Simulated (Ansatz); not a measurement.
Coupled-cluster diagnostics for the cluster Si₄Ni⁺, Ansatz.

Geometry of the doublet (PBE-D4/def2-SVP):

Cartesian coordinates in Å:
```
Ni 0.827 -1.409 0.364
Si -0.645 -1.096 1.956
Si -0.692 0.525 0.370
Si -0.428 1.949 -1.439
Si 0.938 0.032 -1.252
```

Correlated methods freeze 25 core orbitals; core or outer-core shells of Ni are correlated, in sets that lack core-valence functions. Another isomer (doublet) lies 0.53 eV lower at PBE0-D4/def2-TZVP; other spin states weren't run for this one.

Q: Estimate the CCSD(T) correlation energy, the shares of MP2 and (T), T1 and the reference's ⟨S²⟩ for: charge 1, doublet, own geometry in def2-SVP; and the rough time on 4 threads of Arm Neoverse V1 on a shared host.

A: 
| state | basis | correlation (eV) | MP2 share (%) | (T) share (%) | T1 | ⟨S²⟩ (pure) | wall time | remarks |
| --- | --- | --- | --- | --- | --- | --- | --- | --- |
| charge 1, doublet, own geometry | def2-SVP | -22.124 | 91.9 | 7.4 | 0.098 | 1.49 (0.75) | 45 s | large T1, spin-contaminated |
Customary marks for T1 are 0.02 (closed shells), 0.045 (open shells) and about 0.05 (3d metals). T1 exceeds 0.02 in 1 of 1 rows and 0.045 in 1; the higher it lies, the less the single-reference result can be trusted.
